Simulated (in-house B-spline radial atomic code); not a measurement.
Results of a calculation; reference values are marked as such.
## Building a PAW s channel for Ge, r_c = 1.53 bohr

Ge, [Ar] 3d10 4s2 4p2, non-relativistic PBE, spherical and spin-unpolarised, from an all-electron radial atomic-structure program (B-spline basis) (atomic units; all potentials screened as in the neutral atom).

Two all-electron partial waves φ1, φ2 are integrated outwards at E1 = ε(4s) = -0.418931 and E2 = E1 + 2 hartree; φ1 is the bound orbital and φ2 has unit norm inside r_c = 1.5337 bohr. Smooth partners are polynomials, r^1(a0 + a1 r² + a2 r⁴ + a3 r⁶), matched to φ and three derivatives at r_c, with no condition on the norm. The local potential is -9.95521 + (10.0407) r² + (-4.31732) r⁴ + (0.688408) r⁶ inside 1.2557 bohr and the all-electron one outside.

```tsv
wave	φ(r_c)	φ'(r_c)	a0	a1	a2	a3
1	0.7219891	0.2705478	0.0653906	0.521301	-0.2053697	0.024237
2	0.9283997	-2.198687	1.01427	0.6699271	-0.5379298	0.07619391
```

Inside r_c the overlaps are <φi φj> = [[0.22394, 0.45965], [0.45965, 1.00000]] and, for the smooth waves, [[0.22087, 0.49961], [0.49961, 1.28665]]. With χj = (Ej − T − V_local) applied to smooth wave j, the program's quadrature gives the matrix B_ij = <smooth i, χj> as [[0.33176, 1.22689], [1.14698, 4.44234]].

Question: Check the match of the first wave, and find the augmentation charges q_ij.

Answer: At r_c the four terms are 0.10029, 1.88066, -1.74276, 0.48380, which sum to 0.7220, φ1(r_c) to rounding. q_ij is the all-electron overlap less the smooth one: [[0.00307, -0.03995], [-0.03995, -0.28665]]. The smooth first wave has a norm of 0.2209 inside r_c against 0.2239, and q11 > 0 puts back the missing charge.

Question: B isn't symmetric. Show that D_ij = B_ij + Ej q_ij is.

Answer: Integrating by parts gives B12 − B21 = (E1 − E2) q12: 1.22689 − (1.14698) = 0.07991, and −2 × (-0.03995) = 0.07991. So D12 = 1.22689 + (1.581069)(-0.03995) = 1.16372 and D21 = 1.14698 + (-0.418931)(-0.03995) = 1.16372; D11 = 0.33047, D22 = 3.98913. The projectors, p = (B⁻¹)ᵀ χ, are dual to the smooth waves; det B = 0.067.

Solving (T + V_local + Σ p D p) ψ = E (1 + Σ p q p) ψ in a sphere of 9 bohr gives these levels:

```tsv
all-electron	one projector	two projectors
-0.418922	-0.418922	-9.936430
0.030490	-0.356621	-0.418922
0.332999	0.031763	0.030487
0.799366	0.336420	0.332987
1.415600	0.805924	0.799350
```

Question: What does the second projector gain?

Answer: With one projector the errors are 0.00 millihartree, and the level at -0.3566 is out of step with the all-electron series: an extra state, or one far too low, so the pairing ends there; skipping it, the next levels are off by +1.3, +3.4, +6.6 millihartree. With two a ghost lies below the reference level, so the set fails. The lowest eigenvalue of the overlap operator is 1 with one and 0.1089 with two projectors. The smooth orbital alone needs a cutoff of 8.49 hartree for 1 millihartree of kinetic energy, against 16.1 for a norm-conserving Troullier-Martins orbital of the same radius, which is no gain while the set fails.
